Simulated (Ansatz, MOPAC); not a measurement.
Molecule: C$_{5}$H$_{11}$O, net charge 0, doublet state. SMILES: [CH2]C(C)CCO

Atoms: C1, C2, C3, C4, C5, O6, H7, H8, H9, H10, H11, H12, H13, H14, H15, H16, H17. Bonds: C1-C2, C1-H7, C1-H8, C2-C3, C2-C4, C2-H9, C3-H10, C3-H11, C3-H12, C4-C5, C4-H13, C4-H14, C5-O6, C5-H15, C5-H16, O6-H17.

Bond lengths (Å) and angles (degrees) optimised at PM3 with MOPAC; PM6 with MOPAC; PM7 with MOPAC; PBE/6-31G* with Ansatz (a first-principles code), each started from the B3LYP-D3(BJ)/def2-TZVP structure (Ansatz) of the last column. A row stands for all coordinates that are equal there; 11 of 41 kinds are shown. 6-31G* holds six Cartesian d functions. No wavenumbers were computed at PBE/6-31G*, so these may be saddle points.

| coordinate | PM3 | PM6 | PM7 | PBE/6-31G* | B3LYP-D3(BJ)/def2-TZVP |
|---|---|---|---|---|---|
| C1-C2 | 1.470 | 1.479 | 1.472 | 1.495 | 1.488 |
| C1-H7 | 1.082 | 1.067 | 1.065 | 1.094 | 1.082 |
| C2-C3 | 1.522 | 1.536 | 1.536 | 1.543 | 1.535 |
| C2-C4 | 1.530 | 1.542 | 1.540 | 1.546 | 1.537 |
| C2-H9 | 1.121 | 1.128 | 1.127 | 1.119 | 1.105 |
| C3-H10 | 1.097 to 1.103 | 1.095 | 1.095 | 1.104 | 1.091 |
| C3-H11 | 1.098 | 1.096 | 1.096 | 1.105 | 1.092 |
| C4-C5 | 1.528 | 1.527 | 1.530 | 1.526 | 1.516 |
| C1-C2-C3 | 111.4 | 111.4 | 110.9 | 111.1 | 111.2 |
| C1-C2-C4 | 111.4 | 110.8 | 110.5 | 110.9 | 110.9 |
| C3-C2-C4 | 110.8 | 111.5 | 111.1 | 112.8 | 112.8 |

A range marks coordinates that this level makes unequal.

Mean signed difference of all 16 bond lengths from B3LYP-D3(BJ)/def2-TZVP: PM3 0.003 Å, PM6 0.006 Å, PM7 0.003 Å, PBE/6-31G* 0.012 Å.
